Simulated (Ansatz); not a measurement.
Frontier orbitals of `C[SiH]1[NH][AlH]1`.

```xyz
10

C     1.297    0.336    1.044
Si   -0.351    0.520    0.173
N    -1.081   -0.942   -0.481
Al   -0.899   -0.029   -1.996
H     1.726    1.320    1.253
H     1.166   -0.177    2.003
H     2.010   -0.231    0.443
H    -1.233    1.306    1.093
H    -1.403   -1.778   -0.017
H    -1.233   -0.324   -3.514
```

Charge 0, multiplicity 1. Geometry: relaxed with PBE0-D4/def2-TZVP. Basis def2-TZVPP, Ansatz.

```csv
functional,HOMO (eV),LUMO (eV),gap (eV)
PBE,-5.25,-1.72,3.53
PBE0,-6.22,-0.98,5.24
HSE06 (plane-wave form),-5.83,-1.34,4.49
BHLYP,-7.09,-0.19,6.90
ωB97M-V,-8.16,0.66,8.82
```

Against PBE, PBE0 changes HOMO and LUMO by −0.97 and +0.75 eV, ωB97M-V by −2.91 and +2.38 eV. A gap of 3.52 eV thus becomes 8.82 eV for the same molecule, so an orbital gap means little without its functional. A positive LUMO is unbound and depends on the basis.
